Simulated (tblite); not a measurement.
C8H10OSi.
Bonds: C1–C2, C2–C3 (aromatic), C3–C4 (aromatic), C4–C5 (aromatic), C5–Si6, C5–C7 (aromatic), C7–C8 (aromatic), C8–C9, C9–O10 (double), C2–C8 (aromatic). Hydrogens: H11, H12, H13 on C1; H14 on C3; H15 on C4; H16, H17, H18 on Si6; H19 on C7; H20 on C9.

The geometry is computed with GFN2-xTB (gas phase).

(1) List the bond lengths, angles and torsions at this level.

Results:

(1) 
```
                     bond  length (Å)     order
                    C1–C2       1.491    single
                    C2–C3       1.389  aromatic
                    C3–C4       1.382  aromatic
                    C4–C5       1.394  aromatic
                   C5–Si6       1.888    single
                    C5–C7       1.386  aromatic
                    C7–C8       1.396  aromatic
                    C8–C9       1.464    single
                   C9=O10       1.206    double
                    C2–C8       1.407  aromatic
   C1–H11, C1–H12, C1–H13       1.089    single
                   C3–H14       1.081    single
                   C4–H15       1.081    single
Si6–H16, Si6–H17, Si6–H18       1.464    single
                   C7–H19       1.082    single
                   C9–H20       1.111    single
```

Bonds in one row agree within 0.01 Å and their mean is given. Orders are formal, as drawn. A selection of angles:
```
    angle  degrees
 C1–C2–C3    120.3
 C1–C2–C8    121.8
 C3–C2–C8    117.9
 C2–C3–C4    121.5
 C3–C4–C5    121.4
C4–C5–Si6    121.9
 C4–C5–C7    117.2
Si6–C5–C7    121.0
 C5–C7–C8    122.4
 C7–C8–C9    117.8
 C2–C8–C7    119.6
 C2–C8–C9    122.7
C8–C9–O10    127.4
```

Torsions: C7–C8–C9–O10 179° (antiperiplanar). The mirror-image conformer, all signs reversed, is as good.

The 8 C–C bonds span 1.382 Å (C3–C4, aromatic) to 1.491 Å (C1–C2, drawn single), a spread of 0.109 Å. Of the pairs four or more bonds apart, C1···O10 is among the closest relative to their van der Waals radii: 2.79 Å, 87 % of the sum of Bondi's values. Si6 (SiH3 silicon) is tetrahedral (angles from 108.6° to 110.5°). The 10 heavy atoms lie in one plane (0.007 Å rms). The 6-membered ring C2–C3–C4–C5–C7–C8 has internal angles of 117.2° to 122.4° (sum 720°, against 720° for a flat polygon); it is planar, 0.00 Å rms from its mean plane, widest ring torsion 0°.

Point group: C1 (no symmetry element, even within 0.4 Å). Its GFN2-xTB frequencies are all real (lowest 20 cm⁻¹). One conformer, not necessarily the lowest. 2 starts were optimised and ended at 0.00 and 0.81 kcal/mol (GFN2-xTB); the lowest of these is shown.

The run took 0.59 s on Arm Neoverse N1, one thread, on a shared host. That covers the optimisation of the geometry.
